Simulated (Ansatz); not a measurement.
System: sum formula H₄Si₂OCl₂ (charge 0, singlet). 
Geometry from a B3LYP-D3(BJ)/def2-TZVP (Ansatz, a quantum-chemistry and plane-wave program) optimisation:
```xyz
9

Si     0.5928    -0.1448     0.5881
Cl     0.5212     1.8981     0.7527
Cl     1.7092    -0.6252    -1.0636
O     -0.8965    -0.7361     0.4356
Si    -2.2976    -0.7634    -0.4399
H      1.2319    -0.7014     1.7797
H     -2.8932     0.5891    -0.4567
H     -3.2088    -1.7170     0.2228
H     -2.0072    -1.2048    -1.8202
```

Basis-set convergence of Hartree-Fock and MP2 correlation energies (hartree) with Ansatz. Correlated levels leave the core frozen unless marked. Spin-orbit coupling is left out. Non-relativistic.

```json
[
 {"basis": "cc-pV(D+d)Z", "functions": "126", "E(HF)": "-1574.28024", "E(corr, MP2)": "-0.64755"},
 {"basis": "cc-pV(T+d)Z", "functions": "242", "E(HF)": "___", "E(corr, MP2)": "___"}
]
```

**Question.** What belongs in the gaps?

**Answer.** 
- cc-pV(T+d)Z, E(HF): -1574.37887
- cc-pV(T+d)Z, E(corr, MP2): -0.84963
